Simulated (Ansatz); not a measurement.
The cluster Sb3 (the lowest doublet isomer of a short search) was relaxed with r2SCAN-D4 (def2-SVP) in Ansatz in these states: neutral doublet, neutral quartet. The geometries follow in no particular order.

In the def2 sets Sb takes a core potential; there is no spin–orbit coupling.

A:

```xyz
3

Sb    1.563   -0.268   -0.398
Sb   -1.028    0.087   -1.137
Sb   -0.535    0.181    1.535
```

B:

```xyz
3

Sb    0.5885   -1.5524    0.2009
Sb   -0.3823    0.5579   -1.5294
Sb   -0.2062    0.9945    1.3286
```

Q: Judge from the bond lengths which geometry belongs to which state (an estimate).

A: A is the neutral doublet (Sb2–Sb3 2.718 Å, Sb1–Sb2 2.718 Å, Sb1–Sb3 2.887 Å); B is the neutral quartet (Sb2–Sb3 2.897 Å, Sb1–Sb2 2.897 Å, Sb1–Sb3 2.896 Å).

At r2SCAN-D4/def2-SVP the charge 0 doublet is spin-contaminated (final ⟨S²⟩ up to 0.91, 0.75 for a pure state). At PBE0-D4/def2-TZVP a doublet lies 1.29 eV below the neutral quartet. These are the stationary points nearest to one start from a short search; other shapes may lie lower in each state.
